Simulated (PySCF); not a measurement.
Interval between two levels of Pt⁺ by level of theory

Pt⁺ [Xe] 4f14 5d9 [2D5/2, M_J = 5/2] → Pt⁺ [Xe] 4f14 5d8 6p1 [4G11/2, M_J = 11/2], as a difference of total energies. All numbers are calculated (PySCF 2.14, the two-component X2C-1e Hamiltonian, in x2c-TZVPall-2c with one added diffuse shell each of s, p, d type (12s12p11d2f, 117 functions)). Correlated levels: [Kr] 4d10 4f14 frozen; the 34 highest virtual spinors dropped. "Screened" scales the spin-orbit matrix elements by Boettger's factors to mimic the two-electron term; Breit and QED terms are absent.

| method | interval between two levels (cm⁻¹) |
| --- | --- |
| GHF (screened spin-orbit) | 52219 |
| GMP2 (screened spin-orbit) | 59373 |

The labels give the starting determinants; with spin-orbit coupling the two ends relaxed to ⟨J²⟩ = 10.50, ⟨L²⟩ = 7.06, ⟨S²⟩ = 1.23 and ⟨J²⟩ = 35.85, ⟨L²⟩ = 20.57, ⟨S²⟩ = 3.84.

The determinant of the lower state mixes levels of different J (the jj label is only the starting occupation), so the difference between spin-free and spin-orbit rows is not the physical spin-orbit shift.
